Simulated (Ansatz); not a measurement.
`N#[C][Ga]([Cl])[Cl]` + NH₃ → `[NH2][Ga]([Cl])[Cl]` + `C#N` at 600 K and 1 bar (ligand exchange at a Ga–C bond).

Isolated molecules relaxed with PBE0-D4/def2-TZVP in Ansatz; ΔE leaves out vibrations. CCSD(T)/CBS adds triple-zeta CCSD(T) − MP2 to the extrapolated MP2 energy (def2 sets, frozen cores). This one scheme is used for every species. For Ga outer-core shells are correlated without core-valence functions, which leaves a few kJ/mol of doubt a bond. Scalar relativity is left out up to krypton. One conformer a species, not always the lowest.

```json
{"species": "`N#[C][Ga]([Cl])[Cl]`", "CCSD(T)/CBS energy (Eh)": "-2936.34762", "H − E (kJ/mol)": "75.9", "S (J/(mol·K))": "416.3"}
{"species": "NH₃", "CCSD(T)/CBS energy (Eh)": "-56.50880", "H − E (kJ/mol)": "112.4", "S (J/(mol·K))": "219.5"}
{"species": "`[NH2][Ga]([Cl])[Cl]`", "CCSD(T)/CBS energy (Eh)": "-2899.54184", "H − E (kJ/mol)": "122.6", "S (J/(mol·K))": "418.0"}
{"species": "`C#N`", "CCSD(T)/CBS energy (Eh)": "-93.32098", "H − E (kJ/mol)": "64.3", "S (J/(mol·K))": "228.4"}
```

H − E and S are ideal-gas, rigid-rotor, harmonic terms from PBE0-D4/def2-TZVP, for one conformer and one mirror image of each species. 1 Eh = 2625.50 kJ/mol, R = 8.31446 J/(mol·K).

Task: By hand: ΔE, ΔH, ΔS and ΔG.

Result: ΔE = (-2899.54184) + (-93.32098) − (-2936.34762) − (-56.50880) = -0.00640 Eh = -16.8 kJ/mol. Δ(H − E) = 122.6 + 64.3 − 75.9 − 112.4 = -1.4, so ΔH = -18.2 kJ/mol. ΔS = 418.0 + 228.4 − 416.3 − 219.5 = 10.6 J/(mol·K). ΔG = -18.2 − 600 × (10.6)/1000 = -24.6 kJ/mol.

Task: By hand: the equilibrium constant, and the temperature at which ΔG would vanish if ΔH and ΔS stayed fixed.

Result: log₁₀ K = −ΔG/(RT ln 10) = 2.1. ΔH and −TΔS have one sign here, so there is no such temperature.

TΔS isn't small against ΔH here. A doubt of 5 kJ/mol in ΔE shifts log₁₀ K by 0.4 here. Other conformers and mirror images would add mixing entropy, several J/(mol·K) or more a flexible species. Modes under 60 cm⁻¹, often nearly free rotors, make the harmonic entropy too high. These are equilibria of isolated gas molecules and say nothing of rates. Largest T1 diagnostic: 0.014 (customary marks: 0.02 for closed shells, 0.045 for open ones).

ΔS is within the doubt of such terms, so its sign, and with it that verdict, could turn.
